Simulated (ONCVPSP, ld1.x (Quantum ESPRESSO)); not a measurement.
Pseudopotentials across the periodic table

Generated with ld1.x 7.5 (TM, RRKJ, ultrasoft, PAW), atompaw 4.2 or ONCVPSP 4.0.1. The cutoff is in Ry: for ld1.x and atompaw files where the sum of valence levels is converged to 10 mRy in a Bessel basis, for ONCV files where the hardest occupied wave has 1 mHa per electron of residual kinetic energy. The error is the largest all-electron minus pseudo excitation energy over each file’s own four to seven test configurations (ionisations up to +4, promotions, holes and added fractions of an electron), all of which were solved. The labels leave out finer settings (local radius, basis sizes, second energies), which also bear on the numbers. Spin-polarised tests are not counted. The rows are a selection from randomly drawn settings: files with unsolved tests, undetermined cutoffs or missed reference levels are left out.

A true bound ghost makes a file unfit for plane-wave use even where its test errors are small: the radial tests pick states by their node count and pass the ghost by.

```tsv
element	potential	cutoff (Ry)	largest error (meV)	bound ghosts
Cu	ONCV, PBE, scalar-relativistic, rc 0.75/0.75/1.40/1.35 (spdf), local smoothed, core correction yes, reference 3s2 3p6 3d9, qcut 6.8/9.6/12.2/7.9, projectors 1/2/2/3	627	+332	f
Ga	TM, PBEsol, fully relativistic, rc 1.60/1.80 (sp), local smoothed, core correction no, reference 4s2 4p0	15	+105	none
Nb	ONCV, Wu-Cohen, scalar-relativistic, rc 1.80/1.30/1.95 (spd), local smoothed, core correction yes, reference 4s2 4p6 4d2, qcut 7.6/5.3/8.2, projectors 2/2/2	296	-129	s
Ru	ONCV, LDA (Perdew-Wang 92), scalar-relativistic, rc 1.20/1.10/2.25 (spd), local smoothed, core correction yes, reference 4s2 4p6 4d6, qcut 5.7/8.8/5.6, projectors 2/2/2	159	-153	none
Pd	ONCV, PBEsol, scalar-relativistic, rc 1.00/1.05/1.00 (spd), local d, core correction yes, reference 4s2 4p6 4d8, qcut 8.3/7.4/9.4, projectors 2/2/0	222	+2.0	none
La	ONCV, PBE, scalar-relativistic, rc 2.45/2.10/3.00/3.30 (spdf), local smoothed, core correction yes, reference 5s2 5p6 5d1.5 6s1.5, qcut 6.1/3.6/6.1/3.5, projectors 2/3/2/1	27	-11	none
Re	ONCV, BLYP, scalar-relativistic, rc 1.80/1.60/1.95 (spd), local smoothed, core correction yes, reference 5s2 5p6 5d5 6s1.5 6p0.5, qcut 6.6/10.1/7.8, projectors 3/2/1	61	-103	none
Au	ONCV, PBEsol, scalar-relativistic, rc 2.30/1.35/2.25 (spd), local smoothed, core correction yes, reference 5p6 5d10, qcut 2.3/9.9/7.3, projectors 2/2/2	73	-19	s
```

Problem. Fill in the row for O: ONCV, revPBE, scalar-relativistic, rc 0.75/2.20/1.85 (spd), local s, core correction yes, reference 2s2 2p4, qcut 10.6/7.6/5, projectors 0/2/2.

Solution. cutoff 88 Ry, largest error +2966 meV, bound ghosts: none.

Problem. Fill in the row for Mn: ONCV, LDA (Perdew-Wang 92), scalar-relativistic, rc 1.45/0.95/1.50 (spd), local smoothed, core correction yes, reference 3s2 3p6 3d5 4s1, qcut 11/8.7/8.3, projectors 2/2/3.

Solution. cutoff 176 Ry, largest error +54 meV, bound ghosts: none.
